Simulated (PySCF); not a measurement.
Trends in electronic spectra. The calculation used TDDFT CAM-B3LYP/def2-SVPD, vertical, gas phase, core orbitals frozen in the response in PySCF. Geometries: PBE0-D3(BJ)/def2-SVP; one conformer of each isolated species. Triplets are in the Tamm–Dancoff approximation. Relativistic effects are left out although some hold elements past zinc.

Question: Rank by computed lowest singlet excitation energy, lowest first.
A. `O=[S@]1CC[C@H](C=C)C=C1`
B. `c1ccc(C#N)cn1`
C. `CO[Si](OC)(OC)OC`
D. `CC(=O)Cl`
E. `n1ccc(cc1)C#N`
F. `C[N](C)[GeH2][CH2]F`
G. `[C]1[C]2[C][Si]12` [singlet]

Answer: G (1.32 eV), E (4.61 eV), B (4.80 eV), A (4.93 eV), D (5.21 eV), F (5.64 eV), C (7.75 eV).

| SMILES | S1 (eV) | gap (eV) | T1 (eV) | first f ≥ 0.01 (nm) | HOMO (eV) | LUMO (eV) | S1 mainly |
| --- | --- | --- | --- | --- | --- | --- | --- |
| [C]1[C]2[C][Si]12 | 1.32 | 5.64 | 0.50 | 258 | -8.59 | -2.95 | H→L (100%) |
| N#Cc1ccncc1 | 4.61 | 8.38 | 3.93 | 237 | -9.59 | -1.21 | H→L (96%) |
| N#Cc1cccnc1 | 4.80 | 8.45 | 3.85 | 230 | -9.43 | -0.98 | H-1→L (97%) |
| C=C[C@@H]1C=C[S@@](=O)CC1 | 4.93 | 8.11 | 4.02 | 251 | -7.99 | 0.12 | H→L (84%) |
| CC(=O)Cl | 5.21 | 10.12 | – | 157 | -10.14 | -0.02 | H→L (95%) |
| C[N](C)[GeH2][CH2]F | 5.64 | 8.59 | 5.44 | 193 | -7.52 | 1.07 | H→L (61%) |
| CO[Si](OC)(OC)OC | 7.75 | 10.70 | 7.55 | 142 | -9.58 | 1.12 | H→L (76%) |

H and L stand for HOMO and LUMO; a dash means that no computed state gives the value.

Mean S1 by what the SMILES shows (count): a double or triple bond but no aromatic ring 5.07 eV (2); single bonds only 4.90 eV (3); an aromatic ring 4.71 eV (2).
